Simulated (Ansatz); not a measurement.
Cl3Ga, singlet, geometry from GFN2-xTB (such geometries of metal compounds can be far from the true shape); HF/def2-TZVP in Ansatz (a first-principles code).

Here is a job for Ansatz.
Ansatz 0.2 input:
```yaml
crystal:
  periodic: [false, false, false]
  atoms:
    - {symbol: Ga, position_ang: [0.00000000, 0.00000000, -0.00000000]}
    - {symbol: Cl, position_ang: [-1.75999983, -1.10581726, -0.20820478]}
    - {symbol: Cl, position_ang: [0.10032532, 1.95214694, -0.73677512]}
    - {symbol: Cl, position_ang: [1.65967451, -0.84632969, 0.94497990]}
basis:
  gaussian:
    orbitals: def2-TZVP
hamiltonian:
  xc: hf
scf: {lower_state_search: full}
```

What the program printed (banner, timings and long lists left out):

```
Functional definition: HF
1448 factors; their error is unknown
mean field evaluation 1: about -89848.6647 eV, gradient 2.1e1 eV
mean field evaluation 2: about -89849.6111 eV, gradient 1.4e1 eV
mean field evaluation 4: about -89849.9388 eV, gradient 9.0e-1 eV
mean field evaluation 8: about -89851.1819 eV, gradient 6.3e-1 eV
mean field -89851.18208217 eV, -3301.9700382012 hartree, gradient 2.4e-5 eV, S^2 0.000000; 0 other end points of the search recorded, 0 dependent functions left out
reference -89851.18208217 eV, -3301.9700382012 hartree; 41, 41 occupied and 118, 118 virtual orbitals, 1448 factors
Total energy: -89851.18208217 eV, -3301.9700382012 hartree
```
